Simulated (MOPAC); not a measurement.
A run for MOPAC: PM6 on C2H6FGa (SMILES [CH3][Ga]([CH3])[F]), a point of a torsion scan.

```
PM6 1SCF PRECISE CHARGE=0 THREADS=1
C2H6FGa

C     -1.81230206 1    -0.52032654 1    -0.11400575 1
Ga    -0.04789735 1     0.33282382 1     0.46120666 1
C      1.36278918 1     0.22818029 1     1.93524521 1
F      0.40792610 1     1.58135559 1    -0.71140839 1
H     -1.68012470 1    -0.96726205 1    -1.10106966 1
H     -2.56918805 1     0.26199842 1    -0.19445349 1
H     -2.15234795 1    -1.28265870 1     0.58557330 1
H      1.50572146 1    -0.79270275 1     2.28874474 1
H      1.07122979 1     0.85303818 1     2.78085132 1
H      2.29935351 1     0.61028080 1     1.52521836 1
```

Program output:

```
*******************************************************************************
 **                                                                           **
 **                              MOPAC v23.2.5                                **
 **                                                                           **
 *******************************************************************************
 ** MOPAC's Digital Object Identifier: https://doi.org/10.5281/zenodo.6511958 **
 **                                                                           **
 ** Please cite the open-source release paper for use of this MOPAC version:  **
 ** J. E. Moussa and J. J. P. Stewart (2026)                                  **
 ** MOPAC: An open-source semiempirical molecular orbital program             **
 ** J. Open Source Softw., 11(119), 8025, https://doi.org/10.21105/joss.08025 **
 *******************************************************************************

                              PM6 CALCULATION RESULTS

 *******************************************************************************
 *  PM6        - The PM6 Hamiltonian to be used
 *
 *
 *
 *                 CHARGE ON SYSTEM = 0
 *
 *
 *
 *  PRECISE    - TIGHTER CRITERIA TO BE USED
 *  1SCF       - DO 1 SCF AND THEN STOP
 *  THREADS=1  - MULTI-THREADING NOT USED
 *  T=         - A TIME OF 172800.0 SECONDS REQUESTED
 *  DUMP=N     - RESTART FILE WRITTEN EVERY 7200.0 SECONDS REQUESTED
 *******************************************************************************
PM6 1SCF PRECISE CHARGE=0 THREADS=1
 C2H6FGa

   ATOM   CHEMICAL          X               Y               Z
  NUMBER   SYMBOL      (ANGSTROMS)     (ANGSTROMS)     (ANGSTROMS)

     1       C         -1.81230206  *  -0.52032654  *  -0.11400575  *
     2      Ga         -0.04789735  *   0.33282382  *   0.46120666  *
     3       C          1.36278918  *   0.22818029  *   1.93524521  *
     4       F          0.40792610  *   1.58135559  *  -0.71140839  *
     5       H         -1.68012470  *  -0.96726205  *  -1.10106966  *
     6       H         -2.56918805  *   0.26199842  *  -0.19445349  *
     7       H         -2.15234795  *  -1.28265870  *   0.58557330  *
     8       H          1.50572146  *  -0.79270275  *   2.28874474  *
     9       H          1.07122979  *   0.85303818  *   2.78085132  *
    10       H          2.29935351  *   0.61028080  *   1.52521836  *



          CARTESIAN COORDINATES

    NO.       ATOM           X           Y           Z

     1         C         -1.8123     -0.5203     -0.1140
     2        Ga         -0.0479      0.3328      0.4612
     3         C          1.3628      0.2282      1.9352
     4         F          0.4079      1.5814     -0.7114
     5         H         -1.6801     -0.9673     -1.1011
     6         H         -2.5692      0.2620     -0.1945
     7         H         -2.1523     -1.2827      0.5856
     8         H          1.5057     -0.7927      2.2887
     9         H          1.0712      0.8530      2.7809
    10         H          2.2994      0.6103      1.5252

 General Reference for PM6:
 "Optimization of Parameters for Semiempirical Methods V: Modification of NDDO Approximations
 and Application to 70 Elements", J. J. P. Stewart, J. Mol. Mod., 13, 1173-1213 (2007)
 URL: https://link.springer.com/article/10.1007/s00894-007-0233-4

           Empirical Formula: C2 H6 Ga F  =    10 atoms



      MOLECULAR POINT GROUP   :   C1


      RHF CALCULATION, NO. OF DOUBLY OCCUPIED LEVELS = 12


 -------------------------------------------------------------------------------
 PM6 1SCF PRECISE CHARGE=0 THREADS=1
 C2H6FGa



     1SCF WAS SPECIFIED, SO BFGS WAS NOT USED
     SCF FIELD WAS ACHIEVED


                              PM6 CALCULATION
                                                       MOPAC v23.2.5 Linux




          FINAL HEAT OF FORMATION =        -68.36586 KCAL/MOL =    -286.04278 KJ/MOL


          COSMO AREA              =        120.70 SQUARE ANGSTROMS
          COSMO VOLUME            =        103.78 CUBIC ANGSTROMS

          IONIZATION POTENTIAL    =         11.171449 EV
          HOMO LUMO ENERGIES (EV) =        -11.171  0.089
          NO. OF FILLED LEVELS    =         12
          MOLECULAR WEIGHT        =        118.8028         POINT GROUP:  C1

          MOLECULAR DIMENSIONS (Angstroms)

            Atom       Atom       Distance
            H    10    H     6     5.17506
            F     4    H     8     3.51362
            H     5    H     9     3.04656


          SCF CALCULATIONS        =          1





   ATOM   CHEMICAL          X               Y               Z
  NUMBER   SYMBOL      (ANGSTROMS)     (ANGSTROMS)     (ANGSTROMS)

     1       C         -1.81230206  *  -0.52032654  *  -0.11400575  *
     2      Ga         -0.04789735  *   0.33282382  *   0.46120666  *
     3       C          1.36278918  *   0.22818029  *   1.93524521  *
     4       F          0.40792610  *   1.58135559  *  -0.71140839  *
     5       H         -1.68012470  *  -0.96726205  *  -1.10106966  *
     6       H         -2.56918805  *   0.26199842  *  -0.19445349  *
     7       H         -2.15234795  *  -1.28265870  *   0.58557330  *
     8       H          1.50572146  *  -0.79270275  *   2.28874474  *
     9       H          1.07122979  *   0.85303818  *   2.78085132  *
    10       H          2.29935351  *   0.61028080  *   1.52521836  *

                             CARTESIAN COORDINATES

   1    C       -1.812302060    -0.520326540    -0.114005750
   2   Ga       -0.047897350     0.332823820     0.461206660
   3    C        1.362789180     0.228180290     1.935245210
   4    F        0.407926100     1.581355590    -0.711408390
   5    H       -1.680124700    -0.967262050    -1.101069660
   6    H       -2.569188050     0.261998420    -0.194453490
   7    H       -2.152347950    -1.282658700     0.585573300
   8    H        1.505721460    -0.792702750     2.288744740
   9    H        1.071229790     0.853038180     2.780851320
  10    H        2.299353510     0.610280800     1.525218360


           Empirical Formula: C2 H6 Ga F  =    10 atoms



      MOLECULAR POINT GROUP   :   C1


                  EIGENVALUES
 -38.36589 -25.09249 -24.71091 -16.69806 -14.57915 -14.57241 -14.42874 -14.05929
 -14.00372 -13.95388 -12.24160 -11.17145   0.08881   0.17633   2.43757   3.42195
   5.43254   5.46839   5.50160   5.53452   6.32181   6.37036


              NET ATOMIC CHARGES AND DIPOLE CONTRIBUTIONS

  ATOM NO.   TYPE          CHARGE      No. of ELECS.   s-Pop       p-Pop
    1          C          -0.510141        4.5101     1.09513     3.41501
    2         Ga           0.391669        2.6083     1.28666     1.32167
    3          C          -0.510281        4.5103     1.09526     3.41502
    4          F          -0.397388        7.3974     1.96576     5.43163
    5          H           0.173505        0.8265     0.82649
    6          H           0.173687        0.8263     0.82631
    7          H           0.165528        0.8345     0.83447
    8          H           0.166836        0.8332     0.83316
    9          H           0.170925        0.8291     0.82908
   10          H           0.175660        0.8243     0.82434
 DIPOLE           X         Y         Z       TOTAL
 POINT-CHG.    -0.997    -2.704     2.551     3.849
 HYBRID         0.142     0.421    -0.390     0.591
 SUM           -0.855    -2.283     2.161     3.258


          ATOMIC ORBITAL ELECTRON POPULATIONS

     Atom    s        px        py        pz
    1  C   1.09513   1.08884   1.15655   1.16962
    2 Ga   1.28666   0.55442   0.31859   0.44866
    3  C   1.09526   1.12707   1.17469   1.11326
    4  F   1.96576   1.94351   1.72646   1.76166
    5  H   0.82649
    6  H   0.82631
    7  H   0.83447
    8  H   0.83316
    9  H   0.82908
   10  H   0.82434

 **********************
 *                    *
 * JOB ENDED NORMALLY *
 *                    *
 **********************




 == MOPAC DONE ==
```

The run finished.

Cost: around 0.03 core-seconds (rough).
